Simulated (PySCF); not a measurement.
Vertical excitations of a molecule C4H6ClF from TDA-M06-2X/def2-SVPD (PySCF), as energy in eV (oscillator strength): 6.64 (0.004), 7.08 (0.008), 7.54 (0.012), 7.90 (0.006), 8.27 (0.028), 8.40 (0.030), 8.60 (0.067), 8.66 (0.013), 8.71 (0.003), 8.91 (0.022). Lowest triplet (TDA): 6.08 eV. Geometry optimised at B3LYP-D3(BJ)/def2-SVP. One conformer was computed; it need not be the lowest.

### Question
Which molecule gave these data?
A) FC1(Cl)CCC1
B) F[C@@H]1C[C@@H]1CCl
C) CC/C=C(\F)Cl
D) C[C@]1(F)C[C@H]1Cl

### Answer
D, C[C@]1(F)C[C@H]1Cl
